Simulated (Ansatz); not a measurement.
Species: CH$_{3}$Se (charge 0, doublet). It need not be the lowest isomer of its formula. 
Geometry from a B3LYP-D3(BJ)/def2-TZVP (Ansatz, a first-principles code) optimisation:
SMILES: C[Se]
```xyz
5

C      0.7415    -1.2865    -0.3234
Se    -0.2139     0.3661     0.0914
H      1.7858    -1.1116    -0.0572
H      0.6798    -1.5062    -1.3862
H      0.3576    -2.1092     0.2745
```
Charge 0, spin multiplicity 2.

Basis-set convergence of Hartree-Fock and MP2 correlation energies (hartree) with Ansatz. Correlated levels leave the core frozen unless marked. Open shells are spin-unrestricted. Spin-orbit coupling is left out. Frozen are the shells of the preceding noble gas and the d and f shells that filled before the atom's block. No relativistic terms.

```csv
basis,functions,E(HF),"E(corr, MP2)"
cc-pVDZ,56,-2439.41235,-0.24050
cc-pVTZ,115,-2439.50243,-0.30689
cc-pVQZ,213,-2439.50822,-0.33055
```

Extrapolating the two largest sets (X = 3 and 4) as X^-3: E(corr) = (64·(-0.33055) - 27·(-0.30689))/37 = -0.3478 Eh, an estimate of the basis-set limit. The largest set recovers 95.0 % of it, the smallest 69.1 %.
